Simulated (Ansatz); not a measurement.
C₃H₁₂AlP (`[CH3][Al-]([CH3])([CH3])[PH3+]`), relaxed with RKS PBE-D4/def2-SVP in Ansatz 0.2.0 from a rough embedded geometry. The force threshold is 0.03 eV/Å; the program also tests the step.

The species carries charge 0 and has multiplicity 1.

Start:

```xyz
17

C     0.990   -0.557    1.623
Al   -0.046    0.002    0.075
C    -0.376    1.929    0.212
C    -1.801   -0.914    0.106
P     1.072   -0.443   -1.846
H     0.520   -0.358    2.572
H     2.005   -0.006    1.630
H     1.243   -1.632    1.572
H     0.585    2.534    0.173
H    -1.005    2.296   -0.678
H    -0.934    2.173    1.128
H    -2.387   -0.624   -0.797
H    -2.272   -0.796    1.023
H    -1.554   -2.075   -0.020
H     2.305   -1.037   -1.562
H     0.342   -1.284   -2.662
H     1.312    0.791   -2.550
```

| step | energy (eV) | largest force (eV/Å) | largest move (Å) |
| --- | --- | --- | --- |
| 1 | -19171.4287 | 4.524 | 0.000 |
| 2 | -19172.4636 | 1.597 | 0.195 |
| 3 | -19172.6668 | 0.410 | 0.200 |
| 4 | -19172.6855 | 0.177 | 0.047 |
| 5 | -19172.6897 | 0.042 | 0.021 |
| 6 | -19172.6900 | 0.004 | 0.014 |

End:

```xyz
17

C     1.108   -0.594    1.707
Al   -0.252    0.098    0.431
C    -0.409    2.068    0.205
C    -1.858   -1.019    0.072
P     1.048   -0.413   -1.793
H     0.739   -0.464    2.749
H     2.078   -0.055    1.652
H     1.317   -1.678    1.584
H     0.572    2.587    0.159
H    -0.990    2.364   -0.696
H    -0.949    2.500    1.077
H    -2.424   -0.701   -0.829
H    -2.565   -0.939    0.928
H    -1.627   -2.101   -0.038
H     2.339   -1.030   -1.747
H     0.477   -1.279   -2.780
H     1.398    0.655   -2.681
```

Run time 13 s (4 threads of an Arm Neoverse V2 on a shared host); peak host memory 0.19 GiB.
